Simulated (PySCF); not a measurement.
Output of ΔSCF core-hole calculations on `[BH2-]1OC=CC=[O+]1`.

Method used: PySCF 2.14.0, delta-SCF UKS SCAN, pcX-2 on the ionised atom, pcseg-1 elsewhere, spin-free X2C. Atoms in this output count from 0. The cycles run on a coarse integration grid; for E(ground) and E(ion) the exchange–correlation energy is redone on a finer one, so they differ from the last cycle, and only they enter the binding energy.

Coordinates (Å, PBE0-D3(BJ)/def2-SVP):
```
B      1.538860    -0.230911     0.081700
O      0.453714    -1.322831     0.095646
C     -0.785646    -1.078025     0.045421
C     -1.327840     0.202154    -0.056991
C     -0.423759     1.260308    -0.136109
O      0.832642     1.126127    -0.095215
H      2.093271    -0.232540     1.164927
H      2.252577    -0.416994    -0.884405
H     -1.439851    -1.962841     0.081562
H     -2.402361     0.365219    -0.099569
H     -0.780767     2.295675    -0.248906
```

```
ground state, core basis on atom 3 (C), 140 functions
  cycle   1  E = -292.62764769  |g| = 6.08e-02
  cycle   2  E = -292.62743847  |g| = 4.00e-02
  cycle   3  E = -292.62746736  |g| = 3.86e-02
  cycle   4  E = -292.62772250  |g| = 1.64e-02
  cycle   5  E = -292.62778802  |g| = 1.14e-03
  cycle   6  E = -292.62778741  |g| = 5.07e-04
  cycle   7  E = -292.62778827  |g| = 1.24e-04
  E(ground) = -292.64160907 Eh
hole in C 1s of atom 3
  cycle   1  E = -281.35847893  |g| = 1.52e+00
  cycle   2  E = -279.95027247  |g| = 2.24e+00
  cycle   3  E = -281.65652754  |g| = 7.81e-01
  cycle   4  E = -281.82515592  |g| = 5.28e-01
  cycle   5  E = -281.93189491  |g| = 7.63e-02
  cycle   6  E = -281.93442632  |g| = 1.99e-02
  cycle   7  E = -281.93462051  |g| = 8.56e-03
  cycle   8  E = -281.93464696  |g| = 6.22e-03
  cycle   9  E = -281.93466099  |g| = 2.54e-03
  cycle  10  E = -281.93466427  |g| = 9.74e-04
  cycle  11  E = -281.93466577  |g| = 3.38e-04
  E(ion) = -281.94809446 Eh   <S^2> = 0.7706   hole on atom = 1.000
```

What is the C 1s binding energy of atom 3?

(-281.948094 − (-292.641609)) Eh × 27.2114 eV/Eh = 290.99 eV, for the alkene CH carbon.

```
ground state, core basis on atom 0 (B), 140 functions
  cycle   1  E = -292.51470133  |g| = 7.09e-01
  cycle   2  E = -292.08231876  |g| = 1.62e+00
  cycle   3  E = -292.60420207  |g| = 2.47e-01
  cycle   4  E = -292.61907586  |g| = 7.59e-02
  cycle   5  E = -292.62050814  |g| = 1.45e-02
  cycle   6  E = -292.62055519  |g| = 6.42e-03
  cycle   7  E = -292.62056402  |g| = 2.26e-03
  cycle   8  E = -292.62056387  |g| = 2.07e-03
  cycle   9  E = -292.62056512  |g| = 1.12e-04
  E(ground) = -292.63564251 Eh
hole in B 1s of atom 0
  cycle   1  E = -285.01029317  |g| = 1.17e+00
  cycle   2  E = -284.20887216  |g| = 1.65e+00
  cycle   3  E = -285.36800526  |g| = 2.93e-01
  cycle   4  E = -285.40553470  |g| = 1.21e-01
  cycle   5  E = -285.41245603  |g| = 4.30e-02
  cycle   6  E = -285.41296406  |g| = 2.58e-02
  cycle   7  E = -285.41321842  |g| = 6.33e-03
  cycle   8  E = -285.41323530  |g| = 2.82e-03
  cycle   9  E = -285.41323659  |g| = 2.37e-03
  cycle  10  E = -285.41323897  |g| = 3.53e-04
  E(ion) = -285.42756910 Eh   <S^2> = 0.7683   hole on atom = 1.000
```

What is the B 1s binding energy of atom 0?

(-285.427569 − (-292.635643)) Eh × 27.2114 eV/Eh = 196.14 eV, for the four-coordinate boron.

The ground state is recomputed for each atom, because the flexible core basis sits on the ionised atom alone; energies of different blocks can't be mixed. Isolated species at its PBE0-D3(BJ)/def2-SVP geometry, gas phase.
Labels such as C1 count atoms from 1, the log's own numbers from 0.
